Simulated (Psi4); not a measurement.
Interaction energy of C2H6O ··· CHN (SMILES COC and C#N). Monomers: optimised at B3LYP-D3(BJ) (def2-TZVP), held rigid. Orientation: lowest of the rigid-body minima from ten starts at GFN2-xTB. The monomers approach along the line of their centres of mass (distance R); nothing else relaxes.

Level of theory: SAPT0/jun-cc-pVDZ, frozen core (Psi4).

Components in kcal/mol:

```
R / Å  electrostatics  exchange  induction  dispersion  total
-----  --------------  --------  ---------  ----------  -----
3.68           -21.36     34.19     -10.52       -5.06  -2.75
3.88           -14.20     16.79      -5.48       -3.18  -6.07
4.03           -10.83      9.78      -3.44       -2.30  -6.80
4.25            -7.68      4.38      -1.81       -1.48  -6.59
4.42            -6.10      2.34      -1.15       -1.08  -5.98
4.67            -4.54      0.93      -0.62       -0.69  -4.93
4.93            -3.49      0.35      -0.35       -0.45  -3.94
5.23            -2.67      0.12      -0.20       -0.29  -3.04
5.75            -1.79      0.02      -0.09       -0.14  -2.00
6.42            -1.15      0.00      -0.04       -0.07  -1.25
7.45            -0.65      0.00      -0.01       -0.03  -0.69
8.72            -0.37      0.00       0.00       -0.01  -0.38
```
